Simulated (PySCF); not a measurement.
Species: C2H8N2Si2.
Z-matrix (Å and degrees, GFN2-xTB geometry), rows numbered from 1:
```
C 
C   1  1.3230
Si  2  1.8790  1  124.28
N   3  1.7427  2  115.18  1    20.24
Si  4  1.7372  3   97.01  2  -117.60
N   5  1.7385  4   83.15  3     1.57
H   1  1.0782  2  120.95  3    -0.34
H   1  1.0807  2  122.91  3   179.74
H   2  1.0831  1  118.74  3  -179.93
H   3  1.4652  2  111.90  1   153.12
H   4  1.0021  3  131.18  2    70.53
H   5  1.4607  4  114.66  3  -111.23
H   5  1.4610  4  113.74  3   115.75
H   6  1.0022  3  131.64  2   -60.56
```

PySCF, density fitting, gas phase, GFN2-xTB geometry. The standard run uses grid level 2 after a coarse-grid start, the def2-universal JK fitting basis (with tight functions added where the orbital basis needs them), an energy threshold of 1e-9 Eh and DIIS. Cycle counts include a coarse-grid stage where the run had one.

Problem. Standard PBE0/6-311+G(2d,p): E = -769.183939 Eh, HOMO -6.834 eV, LUMO -0.964 eV, dipole 0.656 D, 13 cycles (coarse-grid cycles included). What changes at PBE0/6-311+G(2d,p) with: grid level 4?

Solution. E = -769.183941 Eh (-0.002 mEh), HOMO -6.834 eV (0.000), LUMO -0.964 eV (0.000), dipole 0.656 D (0.000), 13 SCF cycles. The result matches the standard run within 0.02 mEh and 0.003 eV.

The cycles:
```
cycle   1  E = -769.0776637846  dE =  7.040e-01  |g| = 7.190e-01  |ddm| = 3.239e+00
cycle   2  E = -768.9350838239  dE =  1.426e-01  |g| = 1.062e+00  |ddm| = 1.346e+00
cycle   3  E = -769.1859309391  dE = -2.508e-01  |g| = 9.596e-02  |ddm| = 8.852e-01
cycle   4  E = -769.1877086364  dE = -1.778e-03  |g| = 3.802e-02  |ddm| = 1.045e-01
cycle   5  E = -769.1880750963  dE = -3.665e-04  |g| = 6.838e-03  |ddm| = 3.636e-02
cycle   6  E = -769.1880842427  dE = -9.146e-06  |g| = 2.138e-03  |ddm| = 9.181e-03
cycle   7  E = -769.1839243335  dE = -3.328e-05  |g| = 8.586e-03  |ddm| = 5.961e-02
cycle   8  E = -769.1839058533  dE =  1.848e-05  |g| = 1.244e-02  |ddm| = 1.379e-02
cycle   9  E = -769.1839404412  dE = -3.459e-05  |g| = 1.270e-03  |ddm| = 8.500e-03
cycle  10  E = -769.1839408373  dE = -3.961e-07  |g| = 2.770e-04  |ddm| = 1.209e-03
cycle  11  E = -769.1839408540  dE = -1.671e-08  |g| = 1.188e-04  |ddm| = 3.167e-04
cycle  12  E = -769.1839408572  dE = -3.170e-09  |g| = 2.964e-05  |ddm| = 1.015e-04
cycle  13  E = -769.1839408574  dE = -2.324e-10  |g| = 3.954e-06  |ddm| = 4.004e-05
```
